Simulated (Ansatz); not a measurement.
Computed with Ansatz on PBE0-D4/def2-TZVP structures; ΔE is electronic, products minus reactants. CCSD(T)/CBS is the MP2 limit (def2-TZVPP, def2-QZVPP) plus CCSD(T) − MP2 in def2-TZVPP, frozen cores. This one scheme is used for every species. Elements past krypton have def2 core potentials. For Se, Sn outer-core shells are correlated without core-valence functions, which leaves a few kJ/mol of doubt a bond. Scalar relativity is left out up to krypton. Each species was taken in one conformer, which may not be the lowest.

Consider the ligand exchange at the Sn–C bond: `[OH][SnH2][CH2][SiH3]` + H₂Se → `[OH][SnH2][SeH]` + `C[SiH3]`.

```
             level  ΔE (kJ/mol)
SCS-MP2/def2-TZVPP        -88.6
    CCSD/CBS(def2)        -93.3
```

Task: What does CCSD(T)/CBS give? (Estimate.)

Result: Computed: -91.7 kJ/mol. The listed levels differ from it by 3.1, -1.6 kJ/mol.

Largest T1 diagnostic among the species: 0.013.

In def2-TZVPP, CCSD(T) changes the Hartree–Fock value by +21.5 kJ/mol (the triples alone add +1.7 kJ/mol) and MP2 by +18.8 kJ/mol. The D4 term adds +5.4 kJ/mol with B3LYP and +3.2 kJ/mol with PBE0; it sums over pairs of atoms, weighted by their polarisabilities, and B3LYP, whose exchange is more repulsive, gets the larger term.

B3LYP here is the variant with VWN-RPA as its local correlation; programs differ in this.
